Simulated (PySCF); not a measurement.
Ti(Br)(OH)3 (BrH3O3Ti), SMILES [Ti]([Br])([OH])([OH])[OH], multiplicity 1. Atoms are numbered in the order given.

```xyz
8

Ti     0.0000     0.0000     0.7988
Br     0.0000     0.0000    -1.5997
O      1.6658     0.1924     1.3820
H      2.1448     0.9462     1.7489
O     -0.6663    -1.5388     1.3820
H     -0.2530    -2.3305     1.7489
O     -0.9995     1.3464     1.3820
H     -1.8918     1.3843     1.7489
```

Geometry: B3LYP-D3(BJ)/def2-SVP. The spin state was assumed, not searched. The structure was generated by enumeration; whether it is a known compound was not checked. One conformer was computed; it need not be the lowest.

Method: PySCF with r2SCAN/def2-TZVP.

Gas-phase values at a fixed geometry.

```yaml
total_energy: -3651.30763 hartree
point_group: C3
highest_occupied_level: -7.03 eV
lowest_empty_level: -2.77 eV
orbital_gap: 4.26 eV
dipole_moment: 3.70 D
quadrupole, principal values (traceless, Buckingham form, about the centre of nuclear charge): -2.08, 1.04, 1.04 D·Å
mean_static_polarisability: 67.3 bohr³ (9.97 Å³)
polarisability_principal_values: 60.6, 60.6, 80.7 bohr³
```
